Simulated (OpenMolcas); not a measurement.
**Mn4+: ligand-field states by method**

Mn4+ with 6 ligands (chloride) in octahedral coordination (Oh) at 2.29 Å. A charge of +0.333 e stands 2.8 Å behind each ligand. Ligand basis ANO-RCC-VDZP.

- Program: OpenMolcas
- Basis: ANO-RCC-VDZP [5s4p2d1f]
- Scalar Hamiltonian: DKH2, point nucleus
- Active space: 3 electrons in 5 orbitals (3d)
- State averaging: 2S+1 = 4 even, 10 roots; 2S+1 = 2 even, 40 roots
- Spin-orbit coupling: RASSI with atomic mean-field integrals over the reference wave functions

I. CASSCF
II. SS-CASPT2, IPEA 0.25 Eh, imaginary shift 0.1 Eh (closed shells correlated: 3s 3p and the ligand valence shells)

Spin-free states (labels of O, the rotations of Oh) in cm-1, each column counted from its own energy of the first state listed:

| State | Degeneracy | I | II |
| --- | --- | --- | --- |
| 4A2 | 1 | 0 | 0 |
| 4T2 | 3 | 16177 | 26880 |
| 2E | 2 | 20826 | 12390 |
| 2S+1 = 2 | 3 | 21719 | 12810 |
| 4T1 | 3 | 24599 | 32290 |
| 2S+1 = 2 | 3 | 28864 | 21160 |
| 2S+1 = 2 | 1 | 32407 | 32960 |
| 2S+1 = 2 | 3 | 32846 | 29870 |
| 2S+1 = 2 | 3 | 34910 | 35920 |
| 2E | 2 | 37925 | 37500 |
| 2S+1 = 2 | 3 | 38806 | 38230 |
| 4T1 | 3 | 42914 | 59210 |
| 2S+1 = 2 | 3 | 47576 | 45860 |
| 2S+1 = 2 | 1 | 49270 | 45770 |
| 2S+1 = 2 | 3 | 52478 | 62910 |
| 2S+1 = 2 | 3 | 53811 | 57840 |
| 2S+1 = 2 | 3 | 60297 | 66470 |
| 2E | 2 | 62364 | 57800 |
| 2S+1 = 2 | 3 | 75730 | 76550 |
| 2E | 2 | 82989 | 91320 |

From I to II, I's first state of the same spin (4T2) moves from 16177 to 26880 cm-1, by about +11000 cm-1.

From I to II, I's first state of another spin (2E) moves from 20826 to 12390 cm-1, by about -8400 cm-1.

χT at 300 K: I 1.84, II 1.85 cm3 K/mol.

Roots that are degenerate in the reference are averaged as groups; the widest CASPT2 spread within a group is 990 cm-1 (the 3-fold group of multiplicity 2 near 29900 cm-1 above the lowest state of its run, II). Shifts and gaps below about the spread of the groups concerned are not significant. Over all roots computed the reference weight is 0.58 to 0.61 in II; a low but even weight reflects the number of correlated electrons. The least metal-like active orbital is 68 % on the metal (Löwdin) and no ligand orbital is active, so the numbers are rough. Ligand-to-metal charge-transfer states are missing. With no ligand orbital active B as a rule stays too high, so bands that hang on it stand too high and its fall with covalency is understated. Without dynamic correlation the repulsion within the d shell is too large (B by tens of per cent), so at a given field states of lower spin stand too high (holds for I). With metal d orbitals alone and no dynamic correlation the field as a rule comes out too small, by tens of per cent, by up to half for chloride and softer ligands (holds for I). These CASPT2 states fit no ligand-field parameters well, so their order and spin gaps are uncertain (holds for II). With one d shell and no ligand orbital active, 10Dq can be off by a tenth or more (holds for II). No measured value stands beside these numbers; the geometry was imposed, not optimised, and the real ion may take another.

A state without a sure symmetry label is named by its multiplicity alone.
